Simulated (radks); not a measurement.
Values are calculated unless marked as measured or tabulated.
Ce XXI, configuration [Kr] 4d2.

Code: a radial shooting solver on a logarithmic mesh with Libxc functionals. Model: Dirac Kohn-Sham, PBE, spin-unpolarised, spherical densities, finite nucleus; open shells fill j = l - 1/2 first; Fermi nuclear charge, rms radius 4.8771 fm.

Energy parts (eV):
total: -236771.09
kinetic: 254355.63
electron-nucleus: -556504.05
Hartree: 70571.72
exchange-correlation: -5194.39

Orbitals (lengths in bohr, moments of r in powers of bohr; <r^-3> diverges for s and p1/2; r(90%) holds 90 % of the orbital's charge):
orbital  occ.  eigenvalue (eV)  r(90%)  <r^-3>
1s1/2       2        -40767.44  0.0443       -
2s1/2       2        -6973.735   0.162       -
2p1/2       2        -6615.536   0.144       -
2p3/2       4        -6168.542   0.153    7094
3s1/2       2        -1899.218   0.406       -
3p1/2       2        -1748.154   0.399       -
3p3/2       4        -1658.928   0.416    1455
3d3/2       4        -1396.760   0.388   239.8
3d5/2       6        -1377.430   0.393   218.1
4s1/2       2        -742.0187   0.848       -
4p1/2       2        -683.0226   0.867       -
4p3/2       4        -659.8908   0.894   382.1
4d3/2       2        -561.7065   0.930   58.21
4d5/2       0        -557.0509   0.938   52.87

The highest occupied level is 4d3/2 at -561.71 eV. Summed over all electrons, <r^2> = 5.841 bohr^2, which gives a Langevin (diamagnetic) susceptibility term of -4.63 x 10^-6 cm^3/mol.
